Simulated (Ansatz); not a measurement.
Single points on CH₅FGe⁺, that is GeH2MeF with one electron fewer.

```yaml
crystal:
  periodic: [false, false, false]
  atoms:
    - {symbol: Ge, position_ang: [0.479620, -0.674215, 0.345457]}
    - {symbol: H, position_ang: [0.429212, -0.793163, 1.875237]}
    - {symbol: H, position_ang: [1.913839, -0.798065, -0.187973]}
    - {symbol: C, position_ang: [-0.474608, 0.864132, -0.343144]}
    - {symbol: H, position_ang: [-0.018778, 1.788790, 0.016001]}
    - {symbol: H, position_ang: [-1.512872, 0.832118, -0.011853]}
    - {symbol: H, position_ang: [-0.449136, 0.859313, -1.433090]}
    - {symbol: F, position_ang: [-0.367277, -2.078901, -0.260634]}
basis:
  gaussian: {orbitals: def2-TZVP, initial_orbitals: start.molden}
total_charge: 1
magnetization: {spin_polarized: true, initial_magnetization: 1}
hamiltonian: {xc: r2scan, dispersion: d4}
scf: {omitted_lower_state_checks: [starts]}
output: {orbitals: {seedname: orbitals}}
```

The file start.molden holds the orbitals of an earlier run on this structure, at another level or in another basis.

```sh
$ ansatz run in.yaml --threads 4 --pin off --events-out ev --progress --plain --max-ram 3916MiB
```

Output, abridged:

```
Functional definition: r2SCAN
914 factors; their error is unknown
mean field evaluation 1: about -60343.1723 eV, gradient 4.6e0 eV
mean field evaluation 2: about -60343.2101 eV, gradient 7.9e-2 eV
mean field evaluation 4: about -60343.1919 eV, gradient 1.1e-3 eV
mean field evaluation 8: about -60343.1918 eV, gradient 2.4e-5 eV
mean field -60343.19184988 eV, -2217.5713983985 hartree, gradient 1.3e-5 eV, S^2 0.756375; 0 other end points of the search recorded, 0 dependent functions left out
reference -60343.19186118 eV, -2217.5713988140 hartree; 26, 25 occupied and 114, 115 virtual orbitals, 914 factors
Total energy: -60343.21214166 eV, -2217.5721441078 hartree
Checks for a lower state left out: starts
```

Hardware: 4 threads of Arm Neoverse V1 on a shared host. Wall time 4.7 s.

As the first input, with `gaussian: {orbitals: def2-TZVPP, initial_orbitals: start.molden}`, `correlation: {method: ccsd_t}`, `scf: {omitted_lower_state_checks: [starts, cluster_reference]}` and without the key `hamiltonian` (abridged; 7.8 min):

```
Functional definition: HF
mean field -60281.08477726 eV, -2215.2890055773 hartree, gradient 2.3e-6 eV, S^2 0.765025
11 core orbitals not correlated: weight in the atoms' cores, before any rotation towards them, 1.000 or more for the frozen orbitals, at most 0.000 for the correlated occupied ones
second order -17.92576115 eV of doubles, -0.00000000 eV of singles
cycle   1  -17.96352583 eV  change   -3.8e-2 eV  update   1.2e-1
cycle   2  -18.48509783 eV  change   -5.2e-1 eV  update   4.2e-2
cycle   3  -18.64568486 eV  change   -1.6e-1 eV  update   3.4e-2
cycle   4  -18.65707574 eV  change   -1.1e-2 eV  update   1.7e-2
cycle   5  -18.65377159 eV  change    3.3e-3 eV  update   1.4e-2
cycle   6  -18.66619042 eV  change   -1.2e-2 eV  update   7.4e-3
cycle   7  -18.66988289 eV  change   -3.7e-3 eV  update   3.9e-3
cycle   8  -18.66951452 eV  change    3.7e-4 eV  update   1.3e-3
cycle   9  -18.67034466 eV  change   -8.3e-4 eV  update   7.1e-4
cycle  10  -18.67027313 eV  change    7.2e-5 eV  update   2.5e-4
cycle  11  -18.67014152 eV  change    1.3e-4 eV  update   1.3e-4
cycle  12  -18.67029636 eV  change   -1.5e-4 eV  update   6.4e-5
cycle  13  -18.67027285 eV  change    2.4e-5 eV  update   3.7e-5
cycle  14  -18.67031642 eV  change   -4.4e-5 eV  update   2.7e-5
cycle  15  -18.67032773 eV  change   -1.1e-5 eV  update   1.7e-5
perturbative correction -0.63793313 eV, -0.0234436101 hartree
Total energy: -60300.39303812 eV, -2215.9985710764 hartree
Checks for a lower state left out: starts, cluster_reference
```

The first input with `hamiltonian: {xc: pbe, dispersion: d4}` (abridged; 2.2 s):

```
Functional definition: PBE
mean field -60332.49695448 eV, -2217.1783682420 hartree, gradient 3.4e-6 eV, S^2 0.752676
Total energy: -60332.58509329 eV, -2217.1816072835 hartree
Checks for a lower state left out: starts
```

The first input with `hamiltonian: {xc: pbe0, dispersion: d4}` (abridged; 3.4 s):

```
Functional definition: PBE0
mean field -60333.92465454 eV, -2217.2308352514 hartree, gradient 1.6e-5 eV, S^2 0.756662
Total energy: -60333.99806238 eV, -2217.2335329398 hartree
Checks for a lower state left out: starts
```

Geometry: r2SCAN-D4/def2-TZVP, that of the neutral singlet.

Correlated methods freeze 11 core orbitals; core or outer-core shells of Ge are correlated, in sets that lack core-valence functions. At PBE-D4/def2-TZVP the gap within one spin of the charge 1 doublet nearly closes, so an electron or hole may be smeared out by delocalisation error.
